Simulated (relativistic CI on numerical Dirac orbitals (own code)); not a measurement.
# Radial parameters of Os LII

Computed by Dirac-Coulomb-Breit CI, separate exchange-only KLI orbitals for each configuration, a model potential for QED, unscaled Slater integrals (own radial code, finite nucleus).

Slater integrals F^k, G^k are unscaled and averaged over j, outside the closed core [Ne]; ζ comes from projecting the Hamiltonian with its Breit term on Σ l·s of the shell.

- 3s2 3p6 3d7: F^2(3d,3d) = 612280, F^4(3d,3d) = 395250, ζ(3d) = 253480 cm⁻¹; <r>(3d) = 0.1666, <r^2>(3d) = 0.0322 (bohr units).
- 3s2 3p5 3d8: ζ(3p) = 1.9428e+06, F^2(3d,3d) = 611420, F^4(3d,3d) = 394660, F^2(3p,3d) = 531860, G^1(3p,3d) = 568610, G^3(3p,3d) = 378620, ζ(3d) = 251560 cm⁻¹; <r>(3p) = 0.1854, <r^2>(3p) = 0.03987, <r>(3d) = 0.1668, <r^2>(3d) = 0.03229 (bohr units).
- 3s2 3p4 3d9: F^2(3p,3p) = 527160, ζ(3p) = 1.9417e+06, F^2(3p,3d) = 531460, G^1(3p,3d) = 568610, G^3(3p,3d) = 378490, ζ(3d) = 249650 cm⁻¹; <r>(3p) = 0.1855, <r^2>(3p) = 0.03993, <r>(3d) = 0.167, <r^2>(3d) = 0.03237 (bohr units).

Q: Give the Racah parameters of the d shell in 3s2 3p6 3d7.

A: B = F²/49 − 5F⁴/441 = 8014 cm⁻¹ and C = 35F⁴/441 = 31369 cm⁻¹.

Averages of the first 10 configurations, taken without configuration mixing, which lowers the lowest level and can move excited configurations by several eV; other configurations of the list can lie among them:

```csv
Configuration,Parity,States,Average energy above the lowest level (eV)
3s2 3p6 3d7,even,120,107.1
3s2 3p5 3d8,odd,270,645.7
3s2 3p4 3d9,even,150,1192.8
3s 3p6 3d8,even,90,1131.8
3p6 3d9,even,10,2167.9
3s 3p5 3d9,odd,120,1668.7
3s2 3p6 3d6 4s,even,420,1981.3
3s2 3p6 3d6 4p,odd,1260,2165.4
3s2 3p4 3d8 4s,even,1350,3047.1
3s2 3p6 3d6 4d,even,2100,2370.2
```
